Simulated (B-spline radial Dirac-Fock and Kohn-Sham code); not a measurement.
Calculated with a radial B-spline solver, using multi-electron Dirac-Fock with separately optimised hole states, Breit and Lamb-shift corrections added in first order. K edges are those of the screened (neutral excited atom) model, which lie within a few eV to tens of eV of tabulated edges.

An X-ray tube with a zinc target emits Kα1 at 8638.1 eV and Kβ1 at 9569.5 eV. K edges of lighter neighbours: Mn 6538.2 eV, Fe 7111.1 eV, Co 7708.7 eV, Ni 8331.1 eV, Cu 8978.4 eV.

Problem. Which of these can serve as a Kβ filter, and which fluoresce under Kα1?

Solution. A Kβ filter needs its edge between the two lines: Cu. Kα1 lies above the K edges of Mn, Fe, Co, Ni, which therefore fluoresce.
